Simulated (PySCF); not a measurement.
Computed shifts of a molecule CH₃F₃OSi, PBE0/pcSseg-1 in PySCF, GIAO, gas phase, atoms alike by connectivity averaged where their shifts nearly agree, in ppm (number of nuclei): ¹³C: 50.1 (1). ²⁹Si: -55.3 (1). ¹⁹F: -156.1 (3). ¹H: 3.89 (2), -0.10 (1). References: ¹⁷O against H2O (σ = 334.2 ppm); ¹³C against TMS (σ = 186.3 ppm); ²⁹Si against TMS (σ = 352.7 ppm); ¹⁹F against CFCl3 (σ = 167.2 ppm); ¹H against TMS (σ = 31.56 ppm), references at their B3LYP-D3(BJ)/def2-TZVP geometries, non-relativistic. Coordinates come from a PBE0-D3(BJ)/def2-SVP optimisation. The values are those of a single conformer.

Problem. Which molecule gave these data?
A. OC[Si](F)(F)F
B. CO[Si](F)(F)F
C. O[SiH2]C(F)(F)F
D. O[Si](F)(F)CF

Solution. A, OC[Si](F)(F)F
